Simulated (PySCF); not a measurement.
Ionisation energy of Au⁵⁰⁺ by level of theory

Au⁵⁰⁺ [Ar] 3d10 4s1 (2S) → Au⁵¹⁺ [Ar] 3d10 (1S), as a difference of total energies. Computed with PySCF 2.14 in an even-tempered Gaussian basis (18 s from 6.4 bohr⁻², ratio 2.5; 14 p from 8.3 bohr⁻², ratio 2.5; 8 d from 15 bohr⁻², ratio 2.5; 4 f from 37 bohr⁻², ratio 2.7; 4 g from 56 bohr⁻², ratio 2.7), with the spin-free X2C one-electron Hamiltonian (Gaussian nucleus). Correlated levels: outer shells: [Ne] frozen; virtual orbitals above 40 to 60 times the deepest correlated orbital energy dropped. The calculations carry no spin-orbit coupling.

```
                method  ionisation energy (eV)
                   UHF                  2932.2
    MP2 (outer shells)                  2933.7
SCS-MP2 (outer shells)                  2933.4
   CCSD (outer shells)                  2933.6
CCSD(T) (outer shells)                  2933.6
```

Breit and QED terms and the two-electron picture change are absent.

For comparison: 2941 ± 1 eV (semi-empirical (NIST evaluation); NIST Atomic Spectra Database, ionization energies).
